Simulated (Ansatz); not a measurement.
Ansatz (a quantum-chemistry and plane-wave program) job for SbH₂Br, SMILES [Br][SbH2], PBE0-D3(BJ)/def2-TZVP. 

Ansatz 0.2 input:
```yaml
crystal:
  periodic: [false, false, false]
  atoms:
    - {symbol: Sb, position_ang: [0.04654563, -0.99205096, 0.00000000]}
    - {symbol: H, position_ang: [-1.18048024, -1.00564865, 1.18489085]}
    - {symbol: H, position_ang: [-1.18048012, -1.00564864, -1.18489097]}
    - {symbol: Br, position_ang: [-0.00036762, 1.50302560, 0.00000000]}
basis:
  gaussian:
    orbitals: def2-TZVP
hamiltonian:
  xc: pbe0
  dispersion: d3bj
relax: {f_tol: 0.002, max_steps: 200}
```

Output:

```
WARN ansatz: RAYON_NUM_THREADS=1 ignored (pool sized by the plan → 1); use --threads N
Functional definition: PBE0
integrals: 0.04 GiB planned
942 factors; their error is unknown
mean field: 0.38 GiB planned
mean field evaluation 1: about -76608.2570 eV, gradient 1.2e1 eV
mean field evaluation 2: about -76608.2400 eV, gradient 1.3e1 eV
mean field evaluation 4: about -76608.6745 eV, gradient 5.6e-1 eV
mean field evaluation 8: about -76609.2821 eV, gradient 6.0e-1 eV
mean field evaluation 16: about -76609.2824 eV, gradient 2.0e-5 eV
mean field -76609.28242260 eV, -2815.3392013939 hartree, gradient 2.0e-5 eV, S^2 0.000000; 0 other end points of the search recorded, 0 dependent functions left out
the calculation of the forces begins
reference -76609.28244883 eV, -2815.3392023577 hartree; 30, 30 occupied and 80, 80 virtual orbitals, 942 factors
relax step   1: F+E_penalty+E_count = -76609.36055431 eV  Δ(F+E_penalty+E_count) = +0.000e0 eV  max|allowed force component| = 3.653e-1 eV/Å  Δτ_max = 0.0000 Å  (28 SCF iters, accepted)
these checks for a lower state are left out or cut short: starts, cluster_reference, orbital_swaps, neighbouring_geometries, increment
integrals: 0.04 GiB planned
942 factors; their error is unknown
mean field: 0.38 GiB planned
mean field -76609.23827484 eV, -2815.3375789937 hartree, gradient 9.3e-6 eV, S^2 0.000000; 0 other end points of the search recorded, 0 dependent functions left out
the calculation of the forces begins
reference -76609.23830157 eV, -2815.3375799759 hartree; 30, 30 occupied and 80, 80 virtual orbitals, 942 factors
relax step   2: F+E_penalty+E_count = -76609.31406093 eV  Δ(F+E_penalty+E_count) = +4.649e-2 eV  max|allowed force component| = 4.685e-1 eV/Å  Δτ_max = 0.1949 Å  (31 SCF iters, rejected (line search))
these checks for a lower state are left out or cut short: starts, cluster_reference, orbital_swaps, neighbouring_geometries, increment
integrals: 0.04 GiB planned
942 factors; their error is unknown
mean field: 0.38 GiB planned
mean field evaluation 32: about -76609.3175 eV, gradient 1.1e-5 eV
mean field -76609.31745189 eV, -2815.3404886965 hartree, gradient 1.1e-5 eV, S^2 0.000000; 0 other end points of the search recorded, 0 dependent functions left out
the calculation of the forces begins
reference -76609.31747830 eV, -2815.3404896670 hartree; 30, 30 occupied and 80, 80 virtual orbitals, 942 factors
relax step   3: F+E_penalty+E_count = -76609.39464645 eV  Δ(F+E_penalty+E_count) = -3.409e-2 eV  max|allowed force component| = 7.708e-2 eV/Å  Δτ_max = 0.0857 Å  (31 SCF iters, accepted)
these checks for a lower state are left out or cut short: starts, cluster_reference, orbital_swaps, neighbouring_geometries, increment
integrals: 0.04 GiB planned
942 factors; their error is unknown
mean field: 0.38 GiB planned
mean field -76609.31766972 eV, -2815.3404967018 hartree, gradient 8.0e-6 eV, S^2 0.000000; 0 other end points of the search recorded, 0 dependent functions left out
the calculation of the forces begins
reference -76609.31769612 eV, -2815.3404976718 hartree; 30, 30 occupied and 80, 80 virtual orbitals, 942 factors
relax step   4: F+E_penalty+E_count = -76609.39492610 eV  Δ(F+E_penalty+E_count) = -2.796e-4 eV  max|allowed force component| = 2.316e-2 eV/Å  Δτ_max = 0.0054 Å  (32 SCF iters, accepted)
these checks for a lower state are left out or cut short: starts, cluster_reference, orbital_swaps, neighbouring_geometries, increment
integrals: 0.04 GiB planned
942 factors; their error is unknown
mean field: 0.38 GiB planned
mean field -76609.31768246 eV, -2815.3404971699 hartree, gradient 8.0e-6 eV, S^2 0.000000; 0 other end points of the search recorded, 0 dependent functions left out
the calculation of the forces begins
reference -76609.31770885 eV, -2815.3404981398 hartree; 30, 30 occupied and 80, 80 virtual orbitals, 942 factors
relax step   5: F+E_penalty+E_count = -76609.39494776 eV  Δ(F+E_penalty+E_count) = -2.166e-5 eV  max|allowed force component| = 2.429e-3 eV/Å  Δτ_max = 0.0010 Å  (32 SCF iters, accepted)
these checks for a lower state are left out or cut short: starts, cluster_reference, orbital_swaps, neighbouring_geometries, increment
integrals: 0.04 GiB planned
942 factors; their error is unknown
mean field: 0.38 GiB planned
mean field -76609.31768421 eV, -2815.3404972340 hartree, gradient 8.0e-6 eV, S^2 0.000000; 0 other end points of the search recorded, 0 dependent functions left out
the calculation of the forces begins
reference -76609.31771060 eV, -2815.3404982039 hartree; 30, 30 occupied and 80, 80 virtual orbitals, 942 factors
relax step   6: F+E_penalty+E_count = -76609.39494818 eV  Δ(F+E_penalty+E_count) = -4.229e-7 eV  max|allowed force component| = 9.219e-4 eV/Å  Δτ_max = 0.0003 Å  (32 SCF iters, accepted)
integrals: 0.04 GiB planned
942 factors; their error is unknown
mean field: 0.38 GiB planned
mean field evaluation 64: about -76609.3177 eV, gradient 8.0e-6 eV
mean field -76609.31768421 eV, -2815.3404972340 hartree, gradient 8.0e-6 eV, S^2 0.000000; 1 other end points of the search recorded, 0 dependent functions left out
the calculation of the forces begins
reference -76609.31771060 eV, -2815.3404982039 hartree; 30, 30 occupied and 80, 80 virtual orbitals, 942 factors
Total energy: -76609.39497457 eV, -2815.3433376025 hartree
Atom 0 at     0.012978    -0.949524     0.000000 Å, force     0.000922    -0.000770     0.000000 eV/Å
Atom 1 at    -1.188908    -1.057803     1.213764 Å, force    -0.000445     0.000004     0.000156 eV/Å
Atom 2 at    -1.188908    -1.057802    -1.213764 Å, force    -0.000446     0.000004    -0.000156 eV/Å
Atom 3 at     0.050056     1.564806    -0.000000 Å, force    -0.000031     0.000763     0.000000 eV/Å
Dipole moment:     0.012364    -0.483238     0.000000 e Å
```

Self-consistency was reached.

Cost: about 11 core-seconds (a rough figure).
